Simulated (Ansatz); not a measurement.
F₂H₄MoO₄, SMILES `[OH][Mo]([OH])([OH])([OH])([F])[F]`. Charge 0, multiplicity 1. Mo: def2 effective core potential.

```csv
atom,x (Å),y (Å),z (Å)
O1,-1.3883,0.0995,1.2986
Mo2,0.0178,-0.0059,0.0254
O3,1.5840,-0.1548,-1.0411
O4,-1.2082,-1.0402,-0.8768
O5,-0.2284,1.5060,-0.9946
F6,0.7950,-1.5206,0.8121
F7,0.8811,0.9708,1.3742
H8,-1.1565,0.5067,2.1402
H9,2.2071,-0.8372,-0.7693
H10,-1.9730,-1.4551,-0.4653
H11,0.4695,1.9306,-1.5036
```

(1) List the harmonic frequencies (cm⁻¹, unscaled) at PBE0-D4/def2-TZVP in Ansatz. (An estimate is asked.)

(2) Is this a minimum?

(3) Give the ideal-gas thermochemistry at 298.15 K and 1 bar (rigid rotor, harmonic oscillator; point group C2, symmetry number 2).

(4) Rotational constants (cm⁻¹)?

Answers

(1) Computed: 55, 91, 158, 187, 254, 256, 291, 354, 355, 398, 412, 550, 552, 568, 590, 625, 669, 694, 701, 762, 789, 797, 839, 3852, 3854, 3868, 3874.

(2) Yes, all 27 modes are real.

(3) Zero-point energy 157.9 kJ/mol; H(298) − E = 186.3 kJ/mol; entropy 397.5 J/(mol·K), of which translation 175.1, rotation 111.8, vibration 110.6; G(298) − E = 67.8 kJ/mol. Modes under 100 cm⁻¹ are hindered rotations or soft bends, so the harmonic entropy is rough.

(4) 0.06866, 0.06563, 0.06477.
